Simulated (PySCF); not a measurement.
## What went wrong, or what changed?

The sound run of Gd(OH)3(NH3) (singlet in the valence; each metal's 4f electrons, 7 of them, lie in its core potential, out of spins and levels) uses PySCF 2.14.0, RKS TPSS, Gd lcecp-1-SVP with ECP53, O def2-SVP, H def2-SVP, N def2-SVP; non-relativistic Hamiltonian with scalar-relativistic core potentials where named; density fitting; no spin-orbit coupling, grid (50, 194), threshold 1e-8 and 55 cycles at the relaxed geometry. This run, with dm0 from free metal ions and neutral atoms, differs:

```python
mol = gto.M(atom='''
Gd     0.16401    -0.20893     0.25703
O      1.21039     1.33039     1.22741
H      1.73192     1.96709     1.73192
O     -1.43491    -1.12565     1.26428
H     -2.09426    -1.60017     1.78664
O      1.14256    -1.27668    -1.26258
H      1.65607    -1.80446    -1.88688
N     -1.26047     1.28268    -1.26200
H     -1.87261     1.90858    -0.72337
H     -0.69423     1.88355    -1.87419
H     -1.87382     0.73359    -1.87754''',
    basis={'Gd': 'lcecp-1-SVP', 'O': 'def2-SVP', 'H': 'def2-SVP', 'N': 'def2-SVP'},
    ecp={'Gd': 'lcecp-1-SVP'},
    charge=0, spin=0)
mf = dft.RKS(mol, xc='TPSS')
mf.grids.atom_grid = (50, 194)  # f atoms: unpruned, at least (60, 302)
mf = mf.density_fit()  # fitting sets: Gd AutoAux, O def2-universal-JKFIT, H def2-universal-JKFIT, N def2-universal-JKFIT
mf.conv_tol = 1e-08; mf.max_cycle = 8
mf.kernel(dm0)
```

**Question.** What was changed, and how did it end?

**Answer.** The cycle limit was cut. The SCF did not converge. It was all but converged: the last energy is already the sound run's, only the stopping test failed.
```
init E= -323.847704665657
cycle= 1 E= -319.821470736176  delta_E= 4.03  |g|= 0.801  |ddm|= 3.12
cycle= 2 E= -319.258551512801  delta_E= 0.563  |g|= 1.82  |ddm|= 2.26
cycle= 3 E= -319.952841684787  delta_E= -0.694  |g|= 0.245  |ddm|= 1.66
cycle= 4 E= -319.966825522508  delta_E= -0.014  |g|= 0.08  |ddm|= 0.311
cycle= 5 E= -319.9681831894  delta_E= -0.00136  |g|= 0.0313  |ddm|= 0.0872
cycle= 6 E= -319.968396317499  delta_E= -0.000213  |g|= 0.00368  |ddm|= 0.0294
cycle= 7 E= -319.968400080128  delta_E= -3.76e-06  |g|= 0.000688  |ddm|= 0.00605
cycle= 8 E= -319.968400085582  delta_E= -5.45e-09  |g|= 0.000721  |ddm|= 0.000925
SCF not converged.
```

Run from Python with OMP_NUM_THREADS=2; the lines above give its settings.
It took 4.3 s on 2 threads of Arm Neoverse V2, on a shared host.

No frequency check is given that shows the relaxed geometry to be a minimum. An lcecp potential fixes the number of 4f electrons, so in runs with it no electron can move into or out of that shell.
